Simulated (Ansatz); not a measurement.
This geometry of CH6B2O (10 atoms, charge 0, multiplicity 1) is a first-order saddle point.

Method: RKS B3LYP-D4/def2-SVP (Ansatz 0.2.0).

```xyz
10
Properties=species:S:1:pos:R:3
C -0.261 1.455 -0.570
B -0.594 -0.044 -0.248
B 0.539 -1.235 0.145
O 1.065 -1.436 1.400
H 0.789 1.683 -0.806
H -0.495 1.979 0.383
H -0.923 1.913 -1.323
H -1.773 -0.354 -0.273
H 0.970 -1.942 -0.764
H 0.682 -2.020 2.057
```

Task: Which two structures does it join? (They come from a converged band through this point; their orientation in space is the band's.)

Result: No bond is made or broken. The dihedral B2–B3–O4–H10 goes from 0 to 180°.

Image 0:

```xyz
10
Properties=species:S:1:pos:R:3
C -0.239 1.400 -0.493
B -0.597 -0.106 -0.237
B 0.522 -1.333 0.083
O 1.022 -1.756 1.275
H 0.824 1.633 -0.657
H -0.544 1.916 0.444
H -0.849 1.870 -1.283
H -1.777 -0.397 -0.299
H 0.962 -1.951 -0.874
H 0.678 -1.278 2.041
```

Image 6:

```xyz
10
Properties=species:S:1:pos:R:3
C -0.277 1.459 -0.565
B -0.660 -0.035 -0.288
B 0.419 -1.220 0.253
O 0.703 -1.389 1.572
H 0.795 1.679 -0.679
H -0.604 1.970 0.369
H -0.849 1.939 -1.375
H -1.823 -0.344 -0.470
H 0.966 -1.954 -0.559
H 1.329 -2.105 1.742
```

Task: How far does it lie above each of them?

Result: 0.61 eV above the first and 0.65 eV above the second. This is the barrier of this one path; another mechanism may lie lower.

Time of the run: 11 min on 1 CPU thread of a shared host.
